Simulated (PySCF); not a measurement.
Compound: C7H4ClO (charge +1).
SMILES with atom numbers: `[O+:1]#[C:2][c:3]1[cH:4][cH:5][c:6]([Cl:7])[cH:8][cH:9]1`

Probes without a nucleus sit at each ring's centroid and 1 Å off its mean plane on both sides; NICS is minus the shielding there, NICSzz its component along the normal. Level: GIAO PBE0/pcSseg-1 (PySCF, non-relativistic, gas phase) on the GFN2-xTB geometry, one conformer.

Ring bond lengths (Å), with Mayer bond orders in brackets: C3–C4 1.426 (1.19), C4–C5 1.367 (1.54), C5–C6 1.408 (1.26), C6–C8 1.408 (1.26), C8–C9 1.367 (1.54), C9–C3 1.426 (1.19).

Question: What do the NICS probes read (ppm)?

Answer: 
| ring | type | NICS(0) | NICS(1), two faces | NICS(1)zz, two faces | rms pucker (Å) | centre to ring atoms, mean (Å) |
| --- | --- | --- | --- | --- | --- | --- |
| C3–C4–C5–C6–C8–C9 | 6-membered carbocycle; formal bonds all aromatic | -6.8 | -9.2 / -9.2 | -20.7 / -20.8 | 0.00 | 1.40 |

Question: What do they say, and how far can they be read as aromaticity?

Answer: 
- C3–C4–C5–C6–C8–C9: mean NICS(1)zz -20.7 ppm, shielded. The ring is flat and has no four-coordinate atom; by the NICS criterion it is aromatic.

Question: What does the geometric index give? HOMA = 1 − mean of α(R − Ropt)² over the ring bonds, with Krygowski's 1993 parameters (CC: Ropt 1.388 Å, α 257.7 Å⁻²).

Answer: 
- C3–C4–C5–C6–C8–C9: HOMA 0.80 = 1 − EN − GEO, with mean bond length 1.400 Å, EN = α(Ropt − mean)² = 0.038 and GEO = α × variance = 0.161. The geometric and the magnetic index point the same way.
